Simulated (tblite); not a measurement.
Run record: tight-binding relaxation, `C(Cl)[C@H](C)OBC1CC1`.

Computed with GFN2-xTB geometry optimisation, gas phase (tblite 0.8.0). Start geometry: from a force field or distance geometry. The command runs a driver script over a list of jobs; the input below is this job's line of settings and its coordinates in Å.

Command:
```bash
OMP_NUM_THREADS=1 python probes_run.py task.json out
```

Input:
```
{"job": {"kind": "relax", "xc": "GFN2-xTB", "basis": "xTB"}, "charge": 0, "multiplicity": 1}
C      2.147900    -1.358600     0.033400
C      1.116800    -0.265100    -0.247800
C      1.917900     1.015500    -0.365400
Cl     2.829000     1.426600     1.092400
O      0.440800    -0.464500    -1.426900
B     -1.010100    -0.486200    -1.285200
C     -1.610900    -0.359600     0.173200
C     -2.940800     0.313400     0.374300
C     -1.674300     1.079600     0.650700
H      2.914600    -0.931200     0.734600
H      1.689600    -2.203100     0.598100
H      2.656400    -1.698500    -0.884900
H      0.447100    -0.163200     0.645100
H      2.646900     0.887900    -1.214800
H      1.216500     1.853800    -0.597200
H     -1.593700    -1.169000    -2.039100
H     -1.350700    -1.143800     0.890600
H     -3.516000     0.030000     1.289500
H     -3.576200     0.588900    -0.494600
H     -1.443000     1.879300    -0.080000
H     -1.316700     1.184800     1.698300
```

Output:
```
step      E/eV     max force
  0    -783.48604    3.702
  1    -783.95310    1.886
  2    -784.12880    1.800
  3    -784.22509    0.925
  4    -784.31758    0.512
  5    -784.35301    0.563
  6    -784.40557    0.583
  7    -784.43035    0.471
  8    -784.44940    0.350
  9    -784.46322    0.344
... (115 lines left out)
125    -784.67413    0.039
126    -784.67442    0.029
127    -784.67463    0.026
128    -784.67476    0.030
129    -784.67482    0.016
130    -784.67488    0.028
131    -784.67492    0.020
132    -784.67495    0.015
133    -784.67498    0.010
134    -784.67500    0.010
```

«max force» is the largest atomic force in eV/Å.

**Question.** From which step on does the largest force stay under 0.1 eV/Å, and how much energy is left to gain from there?

**Answer.** From step 122 (0.089 eV/Å), 1.9 meV above the end.

In short: energy lowered by 27.4 kcal/mol over 134 steps; largest atomic force 0.010 eV/Å at the end.

**Question.** Where do the atoms end?

**Answer.** 0.919 Å rms from the input after alignment:
```
atom  x, y, z in Å
C1     2.2615   -1.6677   -0.2341
C2     1.4608   -0.3778   -0.0817
C3     2.3422    0.8629   -0.2518
Cl4    3.4936    1.0096    1.0910
O5     0.4787   -0.3330   -1.0951
B6    -0.8167   -0.0474   -0.9572
C7    -1.5622    0.3228    0.3692
C8    -2.9907   -0.1408    0.5693
C9    -2.7211    1.2976    0.3196
H10    3.0706   -1.6945    0.4901
H11    1.6114   -2.5238   -0.0747
H12    2.6733   -1.7267   -1.2386
H13    0.9970   -0.3478    0.9128
H14    2.9163    0.8032   -1.1765
H15    1.7279    1.7641   -0.2557
H16   -1.4095   -0.0964   -1.9711
H17   -0.9928    0.3778    1.2925
H18   -3.2877   -0.4483    1.5610
H19   -3.4440   -0.7202   -0.2203
H20   -2.9891    1.7084   -0.6416
H21   -2.8282    1.9950    1.1371
```

The run took 4.1 s wall, 3.5 s CPU on one thread, Intel Xeon at 2.50 GHz (x86_64) (shared host).
Labels such as C1 count atoms from 1, the log's own numbers from 0.
